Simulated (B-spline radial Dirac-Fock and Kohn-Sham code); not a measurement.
**Magnetic form factor of the 3d shell of Gd⁴⁵⁺**

System: Gd⁴⁵⁺, configuration [Ar] 3d1.

These are calculated numbers from an atomic code on a B-spline grid; the model is configuration-average Dirac-Fock orbitals. ⟨j_K⟩ is the integral of the 3d radial density with the spherical Bessel function j_K(4πsr), s = sin θ/λ.

```csv
s (Å⁻¹),⟨j0⟩,⟨j2⟩,⟨j4⟩
0,1.0000,0.0000,0.0000
0.08,0.9979,0.0008,0.0000
0.09,0.9973,0.0011,0.0000
0.11,0.9960,0.0016,0.0000
0.13,0.9944,0.0022,0.0000
0.15,0.9926,0.0030,0.0000
0.18,0.9893,0.0043,0.0000
0.21,0.9855,0.0058,0.0000
0.25,0.9795,0.0082,0.0000
0.3,0.9707,0.0117,0.0001
0.35,0.9603,0.0158,0.0001
0.42,0.9433,0.0224,0.0002
0.5,0.9206,0.0312,0.0004
0.59,0.8912,0.0425,0.0008
0.7,0.8503,0.0578,0.0015
0.83,0.7960,0.0777,0.0028
0.99,0.7227,0.1034,0.0054
1.17,0.6350,0.1322,0.0096
1.39,0.5258,0.1647,0.0170
```

Radial moments of the shell: ⟨r²⟩ = 0.04489, ⟨r⁴⟩ = 0.003358, ⟨r⁶⟩ = 0.0003774 in powers of bohr.
